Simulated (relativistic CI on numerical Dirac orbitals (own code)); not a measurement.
Computed by Dirac-Coulomb-Breit CI, orbitals from a KLI potential per configuration, model QED, unscaled Slater integrals (own radial code, finite nucleus).

The strongest absorption lines from the ground level of an ion, among the configurations computed and to levels below about 4030 eV (vacuum wavelength in nm, gf): 0.33861 (0.47), 0.34560 (0.91), 0.34580 (1.1), 0.34585 (1), 0.34669 (1.2), 0.34708 (0.47), 0.36231 (1.6), 0.36392 (0.43).

(1) Which ion is it?
A. Zr33+
B. Pd39+
C. Tc36+
D. Pd41+

Results:

(1) B. Pd39+ has 7 electrons and the ground level 2s2 2p3 2P°_3/2; the strongest line goes to 2s2 2p2 3d 2D_5/2. The pattern of lines fixes the number of electrons, and along that sequence the line energies rise steadily with the charge (about as its square where n changes within one kind of shell, about linearly where n is kept but much faster in heavy ions where fine structure, which grows about as Z⁴, sets the gap, and irregularly where shells cross), which fixes Z. Configurations outside the model, such as inner-shell arrays, can give stronger lines. At this charge energies of transitions that change n are usually good to better than 1 %, and those within a shell (Δn = 0) to a few per cent.

LS names give the leading component of a level, which can be under half, so a name can repeat, a term be missing and a line seem to break the LS rules.
